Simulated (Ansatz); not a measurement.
Born–Oppenheimer molecular dynamics of ClGeH₃O₂ (7 atoms, charge 0, multiplicity 1). It starts from a relaxed structure.

Level of theory: RHF/def2-SVP (Ansatz).

```yaml
ensemble: NVT, Nosé–Hoover chain
time_step: 0.5 fs
steps_asked: 150
set_temperature: 300 K
thermostat: time constant 300 fs, chain length 3
seed: 738902
```

First frame:

```xyz
7
Properties=species:S:1:pos:R:3
Ge -0.023 -0.012 -0.028
Cl -0.092 0.051 2.133
H 1.416 -0.027 -0.486
O -0.804 1.385 -0.698
H -1.749 1.412 -0.673
O -0.938 -1.419 -0.501
H -1.095 -2.087 0.149
```

(1) How far do the bonds stretch over the last three quarters of this one trajectory? (Pairs bonded in most of those frames.)

Answers

(1) 
```csv
bond,mean (Å),spread (Å),shortest,longest
Ge1–Cl2,2.154,0.017,2.14,2.19
Ge1–H3,1.510,0.010,1.49,1.53
Ge1–O4,1.751,0.038,1.69,1.80
Ge1–O6,1.743,0.007,1.73,1.75
O4–H5,0.948,0.020,0.92,0.98
O6–H7,0.948,0.020,0.92,0.98
```

Mean temperature of the second half: 143 K. The conserved energy stayed within 0.3 meV per atom of its start (net change 0.044 meV per atom), so the integration is sound. The mean temperature of the second half is 52 % below the set value. A run of 0.075 ps of so small a system gives no equilibrium averages.

Time of the run: 3.1 min on 1 thread of Intel(R) Xeon(R) 6975P-C (Granite Rapids), with other jobs on the host, peak memory 0.2 GiB.
